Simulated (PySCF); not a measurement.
Job file and geometry (Å, from GFN2-xTB) of an NMR shielding run on `InChI=1S/C5H14B2Si/c6-1-3-4(2-8)5(3)7/h3-5H,1-2,6-7H2,8H3/t3-,4-,5+/m0/s1`, GIAO PBE0/pcSseg-1 NMR shielding, non-relativistic, gas phase in PySCF; density fitting, a coarse starting grid and PySCF grid level 2 are the driver's defaults:

```
$ OMP_NUM_THREADS=1 python probes_run.py task.json out

{"job": {"kind": "nmr", "xc": "PBE0", "basis": "pcSseg-1"}, "charge": 0, "multiplicity": 1}
B     -3.121415     1.374902    -0.207836
C     -2.295418     0.341549     0.637496
C     -1.063757    -0.233458    -0.023609
C      0.014355    -0.900707     0.842690
B      0.642965    -2.230212     0.418887
C      0.256135     0.421035     0.105067
C      1.223166     0.509629    -1.048027
Si     3.033898     0.379391    -0.479380
H     -2.852723     1.600118    -1.322466
H     -4.029311     1.916338     0.292699
H     -2.016344     0.783048     1.599974
H     -2.972402    -0.481892     0.900896
H     -1.265052    -0.726266    -0.967749
H     -0.149901    -0.748827     1.906791
H      0.790462    -2.500449    -0.710961
H      0.940894    -3.018649     1.232630
H      0.303727     1.286755     0.759431
H      1.055942     1.458992    -1.563507
H      1.006634    -0.279332    -1.767651
H      3.246241    -0.902210     0.193614
H      3.329362     1.477462     0.446049
H      3.912133     0.492169    -1.646672
```

Question: What does the program print?

Answer: 
```
coarse grid: 17912 points
cycle   1  E = -537.4885750765  dE =  6.255e-01  |g| = 4.052e-01  |ddm| = 4.008e+00
cycle   2  E = -537.4866804042  dE =  1.895e-03  |g| = 4.286e-01  |ddm| = 8.433e-01
cycle   3  E = -537.5357841377  dE = -4.910e-02  |g| = 5.476e-02  |ddm| = 4.805e-01
cycle   4  E = -537.5364414189  dE = -6.573e-04  |g| = 2.641e-02  |ddm| = 9.370e-02
cycle   5  E = -537.5366192288  dE = -1.778e-04  |g| = 6.192e-03  |ddm| = 3.013e-02
cycle   6  E = -537.5366280929  dE = -8.864e-06  |g| = 1.316e-03  |ddm| = 6.232e-03
final grid: 165592 points
cycle   7  E = -537.5824143197  dE = -7.279e-05  |g| = 8.418e-03  |ddm| = 4.481e-02
cycle   8  E = -537.5824067060  dE =  7.614e-06  |g| = 1.005e-02  |ddm| = 1.860e-02
cycle   9  E = -537.5824337541  dE = -2.705e-05  |g| = 9.619e-04  |ddm| = 1.068e-02
cycle  10  E = -537.5824339926  dE = -2.384e-07  |g| = 3.029e-04  |ddm| = 1.437e-03
cycle  11  E = -537.5824340137  dE = -2.115e-08  |g| = 7.653e-05  |ddm| = 3.034e-04
cycle  12  E = -537.5824340151  dE = -1.421e-09  |g| = 1.599e-05  |ddm| = 7.996e-05
cycle  13  E = -537.5824340152  dE = -6.253e-11  |g| = 4.663e-06  |ddm| = 2.176e-05
converged SCF energy = -537.5824340152

GIAO shielding tensors (ppm)
atom      isotropic    diamagn.    paramagn.     s11        s22        s33       span
  0 B        7.445     190.939    -183.494    -71.495    -32.997    126.827    198.322
  1 C      142.585     248.052    -105.467    110.788    150.710    166.256     55.469
  2 C      142.042     254.496    -112.454    114.686    140.029    171.411     56.724
  3 C      149.741     257.090    -107.349     90.506    158.751    199.967    109.461
  4 B       17.094     194.668    -177.574    -65.182    -15.802    132.265    197.448
  5 C      145.866     252.649    -106.782    124.698    135.723    177.178     52.481
  6 C      170.915     249.702     -78.787    156.066    164.084    192.596     36.531
  7 Si     416.139     879.480    -463.341    375.721    405.114    467.581     91.860
  8 H       23.423      29.480      -6.057     14.034     27.051     29.185     15.151
  9 H       23.597      28.650      -5.053     16.326     26.710     27.755     11.429
 10 H       30.304      30.941      -0.637     25.032     29.353     36.527     11.494
 11 H       29.514      28.811       0.703     23.915     28.031     36.597     12.682
 12 H       29.560      35.414      -5.854     23.988     28.988     35.703     11.715
 13 H       30.448      35.187      -4.740     24.933     28.584     37.826     12.893
 14 H       24.583      31.998      -7.415     15.306     28.164     30.280     14.974
 15 H       23.829      30.931      -7.103     17.090     26.723     27.674     10.584
 16 H       30.294      35.325      -5.031     24.285     30.122     36.476     12.190
 17 H       30.190      31.128      -0.938     24.867     28.802     36.902     12.035
 18 H       30.627      32.522      -1.894     25.265     30.158     36.459     11.194
 19 H       28.610      29.216      -0.606     24.861     28.456     32.512      7.651
 20 H       27.927      29.006      -1.079     24.745     25.994     33.042      8.297
 21 H       27.824      28.183      -0.359     24.296     25.226     33.951      9.655
```

Size and cost of the density-fitted run: 213 basis functions, 45 s wall time on 1 thread of an Arm Neoverse V1, shared host; peak memory 1 GiB.
